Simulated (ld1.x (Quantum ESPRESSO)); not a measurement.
**K (Z = 19), TM: configuration errors across variants**

* Element: potassium
* Generator: ld1.x (Quantum ESPRESSO) 7.5
* Type: norm-conserving Troullier–Martins (Kleinman–Bylander form)
* Functional: PBEsol
* Relativity: scalar-relativistic
* Frozen core: [Ne]
* Valence charge: 9
* Reference configuration: 3s2 3p6 3d0 4s0 4p0 (charge +1)
* Partial waves: 3s (bound): rc 1.75 bohr; 3p (bound): rc 2.10 bohr; 3d (bound, empty): rc 2.35 bohr
* Local potential: all-electron potential smoothed inside 1.40 bohr (lloc = -1)
* Core correction: none

All-electron excitation energies from the reference (eV): (1) 3s2 3p6 3d0 4s1 4p0 -4.217; (2) 3s2 3p6 3d0 4s0.5 4p0 -2.597; (3) 3s2 3p6 3d0 4s0 4p1 -2.700; (4) 3s2 3p5 3d0 4s1 4p0 20.679; (5) 3s1 3p6 3d0 4s1 4p0 37.681; (6) 3s2 3p6 3d0.5 4s0.5 4p0 -3.009; (7) 3s2 3p6 3d1 4s0 4p0 -1.809.

Errors AE − PS in meV (a dash: test not solved or not reliable):

| change | (1) | (2) | (3) | (4) | (5) | (6) | (7) | bound ghosts |
| --- | --- | --- | --- | --- | --- | --- | --- | --- |
| base | +52 | +36 | +1.8 | +213 | +187 | +30 | -0.2 | none |
| wave 3s (bound): rc 1.75 bohr becomes 3s (bound): rc 1.52 bohr | +31 | +21 | +1.8 | +127 | +121 | +18 | -0.2 | none |
| wave 3s (bound): rc 1.75 bohr becomes 3s (bound): rc 1.68 bohr | +47 | +33 | +1.8 | +192 | +171 | +27 | -0.2 | none |
| wave 3s (bound): rc 1.75 bohr becomes 3s (bound): rc 2.04 bohr | +92 | +65 | +1.8 | +373 | +313 | +54 | -0.2 | none |
| wave 3s (bound): rc 1.75 bohr becomes 3s (bound): rc 2.28 bohr | +135 | +96 | +1.8 | +539 | +450 | +80 | -0.2 | none |
| wave 3s (bound): rc 1.75 bohr becomes 3s (bound): rc 2.54 bohr | +167 | +118 | +1.8 | +657 | +550 | +100 | -0.2 | none |

Task: Give the same row for: wave 3s (bound): rc 1.75 bohr becomes 3s (bound): rc 1.14 bohr.

Result: +13, +9.2, +1.8, +53, +65, +7.7, -0.2; bound ghosts: none.
